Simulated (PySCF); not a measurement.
C8H13OP.
Atom-mapped SMILES: `[CH3:1][C:2](=[O:3])[P:4]([CH3:5])[C:6]1=[CH:7][CH2:8][CH2:9][CH2:10]1`

Definitions: NICS(0) = −σiso at the ring centroid; NICS(1) = −σiso and NICS(1)zz = −σzz at ±1 Å along the ring normal z. Level: GIAO PBE0/pcSseg-1 (PySCF, non-relativistic, gas phase) on the GFN2-xTB geometry, one conformer.

Ring bond lengths (Å), with Mayer bond orders in brackets: C6–C7 1.329 (1.85), C7–C8 1.496 (1.03), C8–C9 1.540 (1.03), C9–C10 1.538 (1.03), C10–C6 1.508 (0.96).

Question: Give the NICS values of each ring in ppm.

Answer: 
```
           ring                                                    type  NICS(0)  NICS(1), two faces  NICS(1)zz, two faces  rms pucker (Å)  centre to ring atoms, mean (Å)
C6–C7–C8–C9–C10  5-membered carbocycle; formal bonds 1 double, 4 single     -2.1         -3.5 / -2.6           -3.1 / -2.0            0.08                            1.26
```

Question: What can be read from them?

Answer: 
- C6–C7–C8–C9–C10: mean NICS(1)zz -2.6 ppm, near zero. C8, C9, C10 have four or more neighbours, so the value isn't read as a sign of a π ring current.

Question: At the first NICS(1) probe listed for ring C6–C7–C8–C9–C10, 1 Å off the ring, what do the in-plane components average?

Answer: The isotropic value is a third of the trace: (3 × -3.5 − (-3.1))/2 = -3.7 ppm.

Question: Give the inner angles of the rings and the Hirshfeld charges of the ring atoms.

Answer: 
- C6–C7–C8–C9–C10: C6 111.6° (-0.054 e), C7 112.4° (-0.042 e), C8 103.6° (-0.070 e), C9 105.8° (-0.064 e), C10 103.6° (-0.074 e); sum 537.0° against 540° for a flat convex ring.
